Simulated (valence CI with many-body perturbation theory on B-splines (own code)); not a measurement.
# Hyperfine factors and g values of Ca13+

Computed by relativistic CI+MBPT: five valence electrons over a frozen Dirac-Fock core [He], radial functions for each j: 11 s, 11 p, 10 d, 8 f, 5 g, 2 h, with the one-electron correlation potential Σ1 (screened to all orders), the two-electron term Σ2, the three-electron term Σ3, Breit, model QED; selected single and double excitations, second order for the rest, scaled by the run's own slope (own B-spline code, finite nucleus).

No measured spectrum was set against this ion. As an estimate, levels of excited configurations hold to 0.05 to 0.15 % of their energy, terms of the ground configuration to about 0.5 %. Among the levels kept, up to 5500 cm⁻¹ of a level comes from second order outside the variational space, and about a tenth of that is noise between levels of different J, which matters for small intervals.

A/g_I is the dipole constant over the nuclear g factor μ/I (μ in nuclear magnetons, uniformly magnetised nucleus), B/Q the quadrupole constant per barn. Both hold the static response of the core; the bare values leave it out. Large factors of s and p1/2 electrons are usually good to 5 to 10 %; those of open d and f shells near neutrality can be off by tens of per cent, and small factors of p3/2, d and f electrons come from cancelling terms and can be off by a factor of two or in sign, in half-filled shells by more. B is blank for J = 1/2, where it vanishes, and for nearly pure S terms. Energies count from the lowest level.

Names give the largest LS component (configuration and term), which can be under half, so a name can repeat, a term be missing and a line seem to break the LS rules; names also repeat where a configuration has a term twice. Letters in brackets count levels of one name in rising energy.

| Level | E (eV) | g | A/g_I (MHz) | A/g_I bare | B/Q (MHz/b) | B/Q bare |
| --- | --- | --- | --- | --- | --- | --- |
| 2s²2p³ ⁴S°_3/2 | 0.00 | 1.987 | 297 | 2680 |  |  |
| 2s²2p³ ²D°_3/2 | 13.18 | 0.863 | 12200 | 12000 | 16900 | 17000 |
| 2s²2p³ ²D°_5/2 | 14.12 | 1.198 | 20600 | 21000 | -233 | -235 |
| 2s²2p³ ²P°_1/2 | 21.43 | 0.663 | 58400 | 57200 |  |  |
| 2s²2p³ ²P°_3/2 | 22.79 | 1.280 | 11500 | 12300 | -17400 | -17500 |
| 2s2p⁴ ⁴P_5/2 | 63.97 | 1.597 | 47100 | 47100 | 20100 | 20200 |
| 2s2p⁴ ⁴P_3/2 | 66.46 | 1.731 | 42700 | 42900 | -16200 | -16300 |
| 2s2p⁴ ⁴P_1/2 | 67.61 | 2.662 | 93100 | 93200 |  |  |
| 2s2p⁴ ²D_3/2 | 88.19 | 0.804 | -14000 | -12600 | -28200 | -28300 |
| 2s2p⁴ ²D_5/2 | 88.41 | 1.201 | 55800 | 54500 | -40500 | -40700 |
| 2s2p⁴ ²S_1/2 | 102.40 | 1.867 | 168000 | 163000 |  |  |
| 2s2p⁴ ²P_3/2 | 106.51 | 1.327 | -3560 | -1480 | 19800 | 20000 |
| 2s2p⁴ ²P_1/2 | 109.91 | 0.803 | 56000 | 53100 |  |  |
| 2p⁵ ²P°_3/2 | 167.22 | 1.332 | 9480 | 10900 | -19600 | -19700 |
| 2p⁵ ²P°_1/2 | 171.22 | 0.663 | 58600 | 56800 |  |  |
| 2s²2p²3s ⁴P_1/2 | 466.32 | 2.574 | 31300 | 32200 |  |  |
| 2s²2p²3s ⁴P_3/2 | 468.19 | 1.722 | 12700 | 13500 | 16000 | 16100 |
| 2s²2p²3s ⁴P_5/2 | 470.25 | 1.582 | 22400 | 23100 | -18900 | -19000 |
| 2s²2p²3s ²P_1/2 | 471.35 | 0.764 | 550 | 660 |  |  |
| 2s²2p²3s ²P_3/2 | 473.73 | 1.291 | 14300 | 15600 | -16200 | -16300 |
| 2s²2p²3s ²D_5/2 | 480.43 | 1.216 | 25500 | 25300 | 39700 | 39900 |
| 2s²2p²3s ²D_3/2 | 480.65 | 0.849 | 12300 | 12800 | 25300 | 25500 |
| 2s²2p²3p ²S°_1/2 | 483.60 | 1.341 | 9890 | 11300 |  |  |
| 2s²2p²3p ⁴D°_1/2 | 485.05 | 0.722 | 2110 | 2220 |  |  |
| 2s²2p²3p ⁴D°_3/2 | 485.48 | 1.257 | 4790 | 5230 | 7070 | 7110 |
| 2s²2p²3p ⁴D°_5/2 | 487.20 | 1.385 | 4310 | 5050 | 9330 | 9380 |
| 2s²2p²3p ⁴P°_3/2 | 487.93 | 1.543 | 10200 | 11200 | -10700 | -10800 |
| 2s²2p²3p ⁴P°_1/2 | 488.15 | 2.533 | -11600 | -8760 |  |  |
| 2s²2p²3p ⁴D°_7/2 | 489.12 | 1.418 | 10500 | 11300 | -13900 | -14000 |
| 2s²2p²3p ⁴P°_5/2 | 489.19 | 1.480 | 11800 | 12700 | -5450 | -5480 |
| 2s²2p²3p ²D°_3/2 [a] | 490.09 | 0.948 | 17900 | 17700 | -8790 | -8840 |
| 2s²2p²3s ²S_1/2 | 491.71 | 1.997 | 48700 | 47400 |  |  |
| 2s²2p²3p ⁴S°_3/2 | 492.37 | 1.942 | 11800 | 13400 | 260 | 262 |
| 2s²2p²3p ²D°_5/2 [a] | 492.97 | 1.273 | 12200 | 12800 | -4080 | -4110 |
| 2s²2p²3p ²P°_3/2 [a] | 494.06 | 1.347 | 10900 | 11800 | 6730 | 6770 |
| 2s²2p²3p ²P°_1/2 [a] | 494.47 | 0.727 | 22900 | 22400 |  |  |
| 2s²2p²3p ²F°_5/2 | 499.29 | 0.891 | 17300 | 17200 | 33600 | 33800 |
| 2s²2p²3p ²F°_7/2 | 500.05 | 1.152 | 12500 | 12700 | 45200 | 45500 |
| 2s2p³3s ⁶S°_5/2 | 500.50 | 1.997 | 48000 | 48500 |  |  |
| 2s²2p²3p ²D°_3/2 [b] | 502.88 | 0.885 | 14800 | 14800 | 18900 | 19000 |

Question: Take the isotope of mass number 43, with I = 7/2, μ = -1.31733 μN and Q = -0.0408 b. What is the hyperfine structure of 2s2p⁴ ⁴P_3/2?

Answer: From the table A = -16100 MHz, B = 659 MHz. Shifts from the centre of gravity in MHz: F = 2: 109000, F = 3: 60300, F = 4: -4330, F = 5: -84400.
